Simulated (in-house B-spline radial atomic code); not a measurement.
A run on an ion of nuclear charge 58 with 58.6 electrons that did not converge. Method: scalar-relativistic (X2C) HSE06, spin-polarised, spherical fractional occupations, Fermi nucleus of rms radius 4.8771 fm; computed with an all-electron radial atomic-structure program (B-spline basis).

Command:
```bash
python run_scf.py task.json out
```
Settings (nuclear radius in fm, mass in u):
```
Z                58
configuration    [Xe] 4f1.6 5d1 6s2
hamiltonian      x2c
method           hse06
spin_polarised   True
nucleus          fermi
rms_radius       4.8771
atomic_mass      139.90545
speed_of_light   137.035999084
```

First and last ten iterations of the last attempt (damped for 15 steps, keeping 80 % of the old Fock matrix, then DIIS):
```
 iter        energy (Eh)    residual
    1       -8851.751899    4.87e-01
    2       -8852.406055    4.12e-01
    3       -8855.938532    2.63e-01
    4       -8857.688350    1.62e-01
    5       -8858.518767    9.66e-02
    6       -8858.895962    5.55e-02
    7       -8859.059855    3.31e-02
    8       -8859.127962    1.94e-02
    9       -8859.155055    1.25e-02
   10       -8858.484020    7.05e-02
  111       -8858.416548    7.21e-02
  112       -8858.348526    7.31e-02
  113       -8858.403974    7.24e-02
  114       -8858.407396    7.24e-02
  115       -8858.408966    7.23e-02
  116       -8858.398382    7.23e-02
  117       -8858.388419    7.24e-02
  118       -8858.419266    7.18e-02
  119       -8858.424287    7.17e-02
  120       -8859.165484    8.10e-03
 not converged after 120 iterations
```

The smallest residual met was 7.6e-03; the threshold is about 6e-07. No energy from this run should be used. The likely cause: this method binds the added charge weakly or not at all at the basis-set limit, so charge moves back and forth between the atom and the box. Cost of the run: 16 s on 1 thread of Arm Neoverse V2, on a shared host.
